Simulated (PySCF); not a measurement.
**How the method changes the constants of SnHg**

State: ³Σ⁻ (triplet), unpaired electrons π ↑↑. Set-up: PySCF, scalar-relativistic core potentials, basis sets Sn def2-SVP with ECP28, Hg def2-SVP with ECP60. De refers to Sn + Hg in their high-spin ground configurations, without counterpoise correction. The functionals are run spin-unrestricted. A positive dipole means Sn(−)Hg(+). Levels whose curve was spin-contaminated or gave no clean fit are not listed.

```
      Level  Re (Å)  ωe (cm⁻¹)  De (eV)  μ (D)  CPU s a point (SCF and correlation, without the integrals)
    UHF-MP2   2.938       83.0    0.328    n/a                                                         0.7
UHF-SCS-MP2   3.035       67.1    0.220    n/a                                                         n/a
        PBE   2.884       97.6    0.446   1.25                                                         1.1
     PBEsol   2.810        112     0.59   1.24                                                        0.74
     revPBE   2.941       86.7    0.305   1.32                                                        0.76
     r²SCAN   2.845        103    0.487   1.57                                                         1.6
       PBE0   2.894       93.8    0.396   1.52                                                         1.8
    r²SCAN0   2.868       96.4    0.422   1.67                                                         1.8
  CAM-B3LYP   2.957       79.6    0.268   1.35                                                           2
```

(1) What does a quarter of exact exchange do here, going from PBE to PBE0?

(2) What does the step from GGA to meta-GGA do here, going from PBE to r²SCAN?

Correlated steps freeze 4 core orbitals. The bond is weak. Basis-set superposition, not corrected here, can be much of De in a small basis, most of all at correlated wavefunction levels. Functionals without a dispersion term scatter widely for such bonds, and LDA overbinds them. These are scalar-relativistic numbers at best; spin–orbit coupling would shift them, the dissociation energy most. The state was picked by a PBE0 search and need not be the measured ground state.

The whole job (state search and all levels along the bond) took about 4.6 min on 1 thread of Arm Neoverse N1 (shared host), peak memory 0.9 GiB.

Results:

(1) PBE0 less PBE: +1.0 pm in Re, -3.9 % in ωe, -0.05 eV in De. Exact exchange removes part of the self-interaction that spreads semilocal densities, and in most molecules shortens and stiffens the bond and lowers De; here Re and ωe go the other way.

(2) r²SCAN less PBE: -3.9 pm in Re, +5.5 % in ωe, +0.04 eV in De.
